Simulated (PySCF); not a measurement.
**Working out the ionisation energy of As**

As [Ar] 3d10 4s2 4p3 (4S) → As⁺ [Ar] 3d10 4s2 4p2 (3P). All numbers are calculated (PySCF 2.14, the spin-free X2C one-electron Hamiltonian (Gaussian nucleus), in x2c-TZVPPall with one added diffuse shell each of s, p, d type (7s6p5d1f, 57 functions)). Frozen: [Ne]. Energies in hartree (1 hartree = 27.21139 eV):

```csv
part,As (lower),As⁺ (upper)
UHF,-2259.010521,-2258.664439
CCSD correlation,-0.320689,-0.302896
(T),-0.008302,-0.007070
```

Problem. What does Hartree-Fock give?

Solution. (-2258.664439) − (-2259.010521) = 0.346082 hartree = 9.417 eV.

Problem. What do CCSD and CCSD(T) give?

Solution. The CCSD correlation energies differ by 0.017793 hartree = 0.484 eV and the triples by 0.001232 hartree = 0.034 eV, so CCSD gives 9.901 eV and CCSD(T) 9.935 eV.

Measured between the centres of the two terms (NIST): 10.008 eV, so CCSD(T) (valence and next inner shell) is off by -0.073 eV.

What remains against the reference includes basis incompleteness, the frozen core and higher excitations.
